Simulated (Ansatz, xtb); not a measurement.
# Two conformers of C3H11BSi

Structure a is `CBC[SiH2]C`, a singlet and structure b is `CBC[SiH2]C`, a singlet. Both are isolated molecules in the gas phase, relaxed with B3LYP-D3(BJ)/def2-SVP.

a (Å):

```yaml
atoms:
  - { symbol: C, position_ang: [-0.0735, 0.0721, -2.1845] }
  - { symbol: C, position_ang: [-0.8630, 1.4034, 0.0854] }
  - { symbol: C, position_ang: [-0.7760, -1.5881, 1.0261] }
  - { symbol: B, position_ang: [0.1801, 1.0870, -1.0153] }
  - { symbol: Si, position_ang: [-0.5795, 0.2129, 1.5477] }
  - { symbol: H, position_ang: [-0.0643, 0.6454, -3.1327] }
  - { symbol: H, position_ang: [0.7575, -0.6487, -2.2841] }
  - { symbol: H, position_ang: [-1.0259, -0.4783, -2.1321] }
  - { symbol: H, position_ang: [1.2704, 1.6175, -0.9510] }
  - { symbol: H, position_ang: [-0.7610, 2.4118, 0.5202] }
  - { symbol: H, position_ang: [-1.9084, 1.2329, -0.2264] }
  - { symbol: H, position_ang: [0.7847, 0.4290, 2.1159] }
  - { symbol: H, position_ang: [-1.5755, 0.5381, 2.6136] }
  - { symbol: H, position_ang: [-0.0145, -1.8729, 0.2830] }
  - { symbol: H, position_ang: [-1.7673, -1.7600, 0.5762] }
  - { symbol: H, position_ang: [-0.6746, -2.2603, 1.8929] }
```

b (Å):

```yaml
atoms:
  - { symbol: C, position_ang: [1.3144, 0.8881, -1.1178] }
  - { symbol: C, position_ang: [1.6300, 0.5383, 1.5870] }
  - { symbol: C, position_ang: [-1.7156, 1.6479, -1.4087] }
  - { symbol: B, position_ang: [1.3146, 1.4278, 0.3348] }
  - { symbol: Si, position_ang: [-0.4402, 0.2657, -1.5282] }
  - { symbol: H, position_ang: [1.5336, 1.6526, -1.8822] }
  - { symbol: H, position_ang: [1.9691, 0.0115, -1.2651] }
  - { symbol: H, position_ang: [1.0144, 2.5894, 0.5244] }
  - { symbol: H, position_ang: [0.8642, 0.6577, 2.3738] }
  - { symbol: H, position_ang: [2.5648, 0.9218, 2.0423] }
  - { symbol: H, position_ang: [1.7700, -0.5338, 1.3781] }
  - { symbol: H, position_ang: [-0.8034, -0.8417, -0.5927] }
  - { symbol: H, position_ang: [-0.4285, -0.2951, -2.9137] }
  - { symbol: H, position_ang: [-1.7857, 2.0341, -0.3794] }
  - { symbol: H, position_ang: [-1.4422, 2.4892, -2.0659] }
  - { symbol: H, position_ang: [-2.7133, 1.2903, -1.7094] }
```

Problem. Estimate E(b) − E(a) at the level CCSD(T)/def2-SVP + ΔMP2/def2-TZVPP.

Solution. Too close to call at this level: CCSD(T)/def2-SVP + ΔMP2/def2-TZVPP gives E(b) − E(a) = +0.10 kcal/mol.

Level by level:

| level | geometry | E(b) − E(a) (kcal/mol) | departure from the last row (kcal/mol) | job, with rough time for the two |
| --- | --- | --- | --- | --- |
| B3LYP-D3(BJ)/def2-SVP | B3LYP-D3(BJ)/def2-SVP | +0.13 | +0.04 | optimisation, 83 s |
| HF/def2-SVP | B3LYP-D3(BJ)/def2-SVP | −0.21 | −0.31 | part of the CCSD(T) run |
| MP2/def2-SVP | B3LYP-D3(BJ)/def2-SVP | −0.01 | −0.10 | part of the CCSD(T) run |
| CCSD(T)/def2-SVP | B3LYP-D3(BJ)/def2-SVP | −0.01 | −0.11 | single point |
| CCSD(T)/def2-SVP + ΔMP2/def2-TZVPP | B3LYP-D3(BJ)/def2-SVP | +0.10 |  | single point, 61 s |

The largest departure from CCSD(T)/def2-SVP + ΔMP2/def2-TZVPP is that of HF/def2-SVP, 0.31 kcal/mol. Levels run at GFN2-xTB geometries aren't shown. The last row adds to CCSD(T) the change of the MP2 difference between the two basis sets, here +0.11 kcal/mol.

With harmonic frequencies from B3LYP-D3(BJ)/def2-SVP (ideal gas, rigid rotor, one conformer each, 298.15 K, 1 atm): on the last row, ΔE + ΔZPE = +0.04 kcal/mol. A mode under 50 cm⁻¹ makes harmonic enthalpies and free energies unreliable, so none is given.

The correlated steps freeze 9 core orbitals. Programs: Ansatz 0.2.0; the last row on 2 threads of Arm Neoverse V1 on a shared host.
